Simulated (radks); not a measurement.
Valence configurations of the niobium ion Nb2+ (all share [Kr]). Method: Dirac Kohn-Sham, PBE, spin-unpolarised, spherical densities, point nucleus; open shells fill j = l - 1/2 first; computed with a radial shooting solver on a logarithmic mesh with Libxc functionals. Energies are relative to 4d3; eigenvalues in eV.

valence,E (eV),e(4d3/2),e(5p1/2),e(5p3/2),e(5s1/2)
4d3,0.000,-19.157,-,-,-
4d2 5p1,7.722,-22.793,-14.088,-,-
4d2 5s1,2.897,-21.899,-,-,-18.348
4d1 5p2,17.457,-26.509,-15.711,-,-
4d2.5 5s0.5,1.287,-20.502,-,-,-17.610
4d1 5s2,7.140,-24.800,-,-,-19.844
5p3,29.737,-,-17.253,-16.889,-
4d1.5 5s1 5p0.5,7.328,-23.778,-14.402,-,-19.383
4d1.5 5s1.5,4.843,-23.334,-,-,-19.098

NIST lists [Kr] 4d3 as the ground configuration; this level of theory agrees among the configurations tried. The energies are those of spherical spin-averaged densities, not of single terms.
